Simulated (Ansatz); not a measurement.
C6H12O, SMILES `CCCCCC=O`, 19 atoms. The species carries charge 0 and has multiplicity 1. Hardware: A = 2 threads of an AMD EPYC 7R13 on a shared host and a share of an NVIDIA H100 80 GB; B = 2 threads of an AMD EPYC 7R13 on a shared host. Correlated methods freeze the cores. Open-shell runs search over several starts.

(1) How many basis functions does each run have, and how long does it take in Ansatz? UKS PBE0-D4/def2-TZVPP energy of the cation [A]; RKS revPBE-D4/def2-TZVPP energy [A]; UKS PBE-D4/def2-TZVPP energy of the cation [A]; RKS PBE0-D4/def2-SVP energy [B]; RKS ωB97M-V/def2-SVP energy [B]; UHF-CCSD(T)/def2-TZVPP energy of the cation [A]; UKS ωB97X-V/def2-TZVPP energy of the cation [A]; RKS BLYP-D4/def2-TZVPP energy [A]; RKS PBE0-D4/def2-QZVPP energy [A]; direct RPA on PBE orbitals/def2-TZVPP energy [A]; UKS r2SCAN-D4/def2-TZVPP energy of the cation [A]; RHF-CCSD(T)/def2-SVP energy [A]. (Best estimate.)

Answers

(1) Computed: Other jobs shared the machine, so times are rough.

```
                                level                       job  functions  wall time  peak host memory (GiB)
               RKS BLYP-D4/def2-TZVPP                energy [A]        385        2 s                    0.89
             RKS revPBE-D4/def2-TZVPP                energy [A]        385      2.4 s                    0.89
                 RHF-CCSD(T)/def2-SVP                energy [A]        158      2.4 s                    0.84
                 RKS PBE0-D4/def2-SVP                energy [B]        158      3.2 s                    0.84
direct RPA on PBE orbitals/def2-TZVPP                energy [A]        385      5.5 s                     1.8
               RKS PBE0-D4/def2-QZVPP                energy [A]        759      6.5 s                     1.3
               UKS ωB97X-V/def2-TZVPP  energy of the cation [A]        385        8 s                     1.1
                 RKS ωB97M-V/def2-SVP                energy [B]        158       10 s                    0.84
               UKS PBE0-D4/def2-TZVPP  energy of the cation [A]        385       18 s                       1
                UKS PBE-D4/def2-TZVPP  energy of the cation [A]        385       28 s                    0.98
             UKS r2SCAN-D4/def2-TZVPP  energy of the cation [A]        385       52 s                     1.1
               UHF-CCSD(T)/def2-TZVPP  energy of the cation [A]        385    3.3 min                     1.8
```
